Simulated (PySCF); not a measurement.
C₂H₆N, SMILES `C[N]C` (charge 0, multiplicity 2)

Level of theory: TPSSh-D3(BJ)/def2-TZVP // PBE-D3(BJ)/def2-SVP run with PySCF 2.14.0.

```
Quantity                                                       Value
-----------------------------  -------------------------------------
highest occupied spin orbital                               -6.39 eV
dipole moment                                                 1.69 D
total energy                                            -134.5733 Ha
cost                           about 6 core-minutes (a rough figure)
```

```xyz
9

C      1.1840    -0.1223     0.0370
N      0.0457    -0.3224    -0.8059
C     -1.1758     0.0698    -0.1731
H      1.3370     0.9652     0.2646
H      2.1098    -0.5043    -0.4391
H      1.0713    -0.6129     1.0390
H     -2.0323     0.0014    -0.8741
H     -1.1365     1.1103     0.2427
H     -1.4031    -0.5849     0.7088
```
Charge 0, spin multiplicity 2.
